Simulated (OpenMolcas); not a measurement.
Sb²⁺: effect of the level shift or regulariser

| Property | Result |
| --- | --- |
| Program | OpenMolcas |
| Basis | ANO-R3 [8s7p5d3f2g1h] |
| Scalar Hamiltonian | X2C, finite nucleus |
| Active space | 1 electron in 9 orbitals (RAS2 5p; RAS3 5d 6s, at most 1 electron) |
| State averaging | 2S+1 = 2 odd, 3 roots; 2S+1 = 2 even, 6 roots |
| Spin-orbit coupling | state interaction with AMFI integrals over the reference wave functions, term energies averaged over their components |

Methods on the same reference wave functions:
A. RASSCF
B. SS-RASPT2, IPEA 0.25 Eh, imaginary shift 0.1 Eh (closed shells correlated: 4d 5s)
C. SS-RASPT2, IPEA 0.25 Eh, imaginary shift 0.3 Eh (closed shells correlated: 4d 5s)

Energies in cm-1 above 5s2 5p 2P* 1/2, the measured ground level; measured values from Moore, Atomic Energy Levels, vol. III, NSRDS-NBS 35 (1971 reprint of NBS Circular 467, 1958).

| Level | A | B | C | Measured |
| --- | --- | --- | --- | --- |
| 5s2 5p 2P* 1/2 | 0.0 | 0.0 | 0.0 | 0.0 |
| 5s2 5p 2P* 3/2 | 5839 | 5840 | 5840 | 6576 |
| 5s2 6s 2S 1/2 | 92458 | 94030 | 94040 | 93418 |
| 5s2 5d 2D 3/2 | 102947 | 98410 | 98800 | 98820 |
| 5s2 5d 2D 5/2 | 103737 | 99200 | 99590 | 100385 |

Deviations, from unrounded energies. A percentage is the sum of absolute deviations over the sum of measured energies, with the sign that they share, or ± where signs differ.

```tsv
Against measurement	Levels	A	B	C
mean absolute deviation (cm-1)	4	2300	730	550
fine structure of the ground term (%)	1	-11.2	-11.2	-11.2
other configurations (%)	3	±2.9	±0.8	±0.5
```

C lies closest to measurement on these levels and A furthest from it. The largest miss of C in the table is 5s2 5d 2D 5/2, by -800 cm-1. The ranking rests on the paired levels alone, and a cruder setting can come out closer through cancelling errors.

Between B and C the level of the table that moves most is 5s2 5d 2D 3/2, by 390 cm-1 (lowest in B, highest in C). Moves below CASPT2's spread within the term are not significant.

The mean deviations of B to C differ by less than CASPT2's widest spread within a term (630 cm-1), so their order carries little weight.

The lowest spin-free term lies below A's lowest term by 0.538 hartree in B, 0.538 hartree in C.

CASPT2 does not keep the components of a term degenerate, so their means are used; among the terms shown or strongly mixed into the levels shown the widest spread is 630 cm-1 (5s2 5d 2D, B). ANO sets are built for valence states and can reach diffuse excited orbitals poorly, and with the s shell closed the s pⁿ⁺¹ terms that mix with these levels are absent. With one active electron the reference holds no correlation, so core polarisation is missing (holds for A). With one active electron, CASPT2 adds the correlation within the correlated inactive shells and between them and that electron, and leaves the splitting within a term as the reference gives it (holds for B; C). Measured partners are found by configuration, term and J. A level has none where our copy of the source lacks it or the pairing is in doubt (some pairs that miss far off the trend of their configuration count as doubtful), and it then counts in no deviation. Only configurations of the active space appear.

* marks odd parity.
